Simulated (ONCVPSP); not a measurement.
An all-electron radial function and its pseudo partner (Ti (Z = 22))

Columns: radius, all-electron u(r) and pseudo u(r) of the 3d shell (level -1.92 eV) of titanium in the configuration [Ne] 3s2 3p6 3d3 4s1; PBE, scalar-relativistic, ONCV scheme, ONCVPSP 4.0.1.

| r (bohr) | all-electron | pseudo |
| --- | --- | --- |
| 0.100 | 0.0281 | 0.0025 |
| 0.200 | 0.1262 | 0.0195 |
| 0.300 | 0.2560 | 0.0615 |
| 0.400 | 0.3830 | 0.1333 |
| 0.500 | 0.4907 | 0.2331 |
| 0.600 | 0.5747 | 0.3530 |
| 0.700 | 0.6352 | 0.4807 |
| 0.800 | 0.6741 | 0.6010 |
| 0.900 | 0.6952 | 0.7001 |
| 1.000 | 0.7025 | 0.7686 |
| 1.100 | 0.6995 | 0.8033 |
| 1.200 | 0.6892 | 0.8065 |
| 1.300 | 0.6740 | 0.7844 |
| 1.400 | 0.6556 | 0.7446 |
| 1.500 | 0.6351 | 0.6959 |
| 1.600 | 0.6136 | 0.6471 |
| 1.700 | 0.5916 | 0.6053 |
| 1.800 | 0.5697 | 0.5731 |
| 1.900 | 0.5481 | 0.5484 |
| 2.000 | 0.5270 | 0.5270 |
| 2.100 | 0.5066 | 0.5066 |
| 2.200 | 0.4870 | 0.4870 |
| 2.300 | 0.4682 | 0.4682 |
| 2.400 | 0.4502 | 0.4501 |
| 2.500 | 0.4329 | 0.4329 |
| 2.600 | 0.4165 | 0.4165 |

(1) How many radial nodes do the two functions have?

(2) At about which radius was the pseudo-wave matched?

(3) Is the pseudo-wave norm-conserving?

Answers

(1) The all-electron 3d function has n − l − 1 = 0; the pseudo-wave has 0.

(2) 2.00 bohr, where the columns begin to agree (steps of 0.10 bohr).

(3) Yes: the ONCV scheme keeps the norm inside the radius equal to the all-electron one, which fixes the energy derivative of the logarithmic derivative at the level.
